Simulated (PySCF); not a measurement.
Computed shifts of a molecule CH6ClGeN, PySCF with PBE/pcSseg-1, GIAO, gas phase, equivalent atoms averaged, in ppm (number of nuclei): ¹³C: 6.8 (1). ¹⁵N: 47.6 (1). ¹H: 6.00 (1), 1.20 (1), 1.00 (1), 0.97 (3). References: ¹³C against TMS (σ = 182.0 ppm); ⁷³Ge against GeH4 (σ = 1614.4 ppm); ¹⁵N against NH3 (σ = 267.0 ppm); ³⁵Cl against HCl (σ = 936.5 ppm); ¹H against TMS (σ = 31.49 ppm), references at their B3LYP-D3(BJ)/def2-TZVP geometries, non-relativistic (without spin–orbit terms, shifts of atoms bonded to Cl or Br come out too high). Geometry: ωB97X-D3(BJ)/def2-SVP. The values are those of a single conformer.

### Question
Which molecule gave these data?
A) N[CH2][GeH2][Cl]
B) [CH3][Ge@H]([NH2])[Cl]
C) C[NH][GeH2][Cl]

### Answer
B, [CH3][Ge@H]([NH2])[Cl]
